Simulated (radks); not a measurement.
Results of a calculation; reference values are marked as such.
Task: All-electron atom: Mn2+ in [Ar] 3d5 (the NIST ground configuration). Code: a radial shooting solver on a logarithmic mesh with Libxc functionals. Model: scalar-relativistic Kohn-Sham, PBE, spin-unpolarised, spherical densities, finite nucleus; Fermi nuclear charge, rms radius 3.7057 fm. Some entries of the table are withheld. Estimate them.

orbital,occ.,eigenvalue (hartree),r(max) (bohr),<r> (bohr)
1s,2,-236.9439,0.03987,0.06090
2s,2,(1),(2),0.2794
2p,6,-23.80739,0.1883,0.2471
3s,2,-3.81095,0.7366,0.8521
3p,6,-2.66173,0.7527,(3)
3d,5,-0.89366,0.7619,1.149

Result: 
(1) 2s eigenvalue (hartree): -27.98644
(2) 2s r(max) (bohr): 0.2324
(3) 3p <r> (bohr): 0.9041
